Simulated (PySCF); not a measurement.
Calculated properties of `C[SiH](C)O[SiH]1[SiH2]O[SiH2]1`

Compound: C2H12O2Si4.
Z-matrix (Å and degrees, GFN2-xTB geometry), rows numbered from 1:
```
C 
Si  1  1.8981
C   2  1.8972  1  111.69
O   2  1.6295  1  109.35  3  -117.25
Si  4  1.6311  2  154.52  1   -38.45
Si  5  2.3413  4  120.04  2    34.11
O   6  1.6663  5   84.94  4  -118.31
Si  7  1.6657  6  115.57  5     5.07
H   1  1.0854  2  111.57  3   -65.08
H   1  1.0870  2  111.46  3    55.19
H   1  1.0861  2  110.98  3   174.83
H   2  1.4686  1  111.42  3   126.00
H   3  1.0858  2  110.92  1  -174.57
H   3  1.0868  2  111.63  1   -54.72
H   3  1.0855  2  111.20  1    65.60
H   5  1.4743  4  100.51  2   170.00
H   6  1.4642  5  120.89  4   136.90
H   6  1.4672  5  124.67  4   -12.79
H   8  1.4640  5  120.75  4  -135.85
H   8  1.4661  5  124.21  4    13.57
```

Among its groups: Si–H bond, siloxane link and C–Si bond.

**GFN2-xTB geometry**

```
Point group of the GFN2-xTB geometry                  : C1
Rotational constants A, B, C of the GFN2-xTB geometry : 1.869, 0.534, 0.494 GHz
```

From PBE0/pcSseg-1 ground state and GIAO shieldings, non-relativistic (PySCF):

```
Dipole moment                                               : 2.31 D
HOMO energy                                                 : -7.39 eV
LUMO energy                                                 : -1.20 eV
HOMO–LUMO gap                                               : 6.19 eV
Lowest Hirshfeld atomic charge                              : -0.33 e on O7
Highest Hirshfeld atomic charge                             : +0.44 e on Si2
13C chemical shifts (computed TMS as zero) by class         : 1.6 (C1/C3) ppm
1H chemical shifts (computed TMS as zero) by class          : 6.80 (H16), 6.02 (H18/H20), 5.80 (H17/H19), 5.30 (H12), 0.24 (H9/H10/H11/H13/H14/H15) ppm
Isotropic shieldings of nuclei other than C and H, by class : 288 (O4), 289 (O7), 320 (Si5), 341 (Si6/Si8), 351 (Si2) ppm
Mayer bond orders between heavy atoms                       : C1–Si2 0.94, Si2–C3 0.95, Si2–O4 0.90, O4–Si5 0.93, Si5–Si6 0.85, Si6–O7 0.92, O7–Si8 0.92, Si8–Si5 0.85
```

Monoisotopic mass (most abundant isotopes): 179.9914 u.

The rotational constants make it an asymmetric top with κ = (2B − A − C)/(A − C) = -0.94, nearer the prolate limit (−1). With B = h/(8π²I), that is 505.379 GHz u Å² over I, the principal moments of inertia are 270.3, 945.6 and 1022.7 u Å² (most abundant isotopes); the inertial defect Ic − Ia − Ib is -193.2 u Å² (zero for a rigid planar frame, negative otherwise). In atomic units the dipole is 0.91 e·bohr (1 au = 2.5417 D).

The structure is a single GFN2-xTB conformer in the gas phase; no vibrational or solvent corrections. NMR classes are plain means over equivalent atoms (diastereotopic ones count apart unless rotation or inversion swaps them), as if these changed places fast; in this geometry the members of some classes differ.
